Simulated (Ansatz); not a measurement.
One change: `[AlH2][CH2]OCS` becomes `O[SiH2]OCS`.

Ansatz, PBE0-D4/def2-TZVP geometries, multiplicity 1. Each molecule was computed in one conformer, which needn't be the lowest.

```
                             property  `[AlH2][CH2]OCS`
  HOMO–LUMO gap (PBE/def2-TZVPP) / eV              3.70
    LUMO energy (PBE/def2-TZVPP) / eV             -2.22
   LUMO energy (PBE0/def2-TZVPP) / eV             -1.43
   HOMO energy (PBE0/def2-TZVPP) / eV             -7.16
  LUMO energy (B3LYP/def2-TZVPP) / eV             -1.66
HOMO energy (ωB97M-V/def2-TZVPP) / eV             -9.41
```

Q: Give the same properties after the change, and the shifts. (Best estimate.)

A: Computed: 
```csv
property,`O[SiH2]OCS`,shift
HOMO–LUMO gap (PBE/def2-TZVPP) / eV,5.43,1.73
LUMO energy (PBE/def2-TZVPP) / eV,-0.89,1.33
LUMO energy (PBE0/def2-TZVPP) / eV,0.06,1.49
HOMO energy (PBE0/def2-TZVPP) / eV,-7.59,-0.43
LUMO energy (B3LYP/def2-TZVPP) / eV,-0.22,1.44
HOMO energy (ωB97M-V/def2-TZVPP) / eV,-9.85,-0.44
```

With PBE0 the HOMO falls by 0.43 eV and the LUMO rises by 1.49 eV, so the gap widens by about 1.92 eV. PBE moves the HOMO by -0.41 eV and ωB97M-V by -0.44 eV.

B3LYP here is the variant with VWN-RPA as its local correlation; programs differ in this.
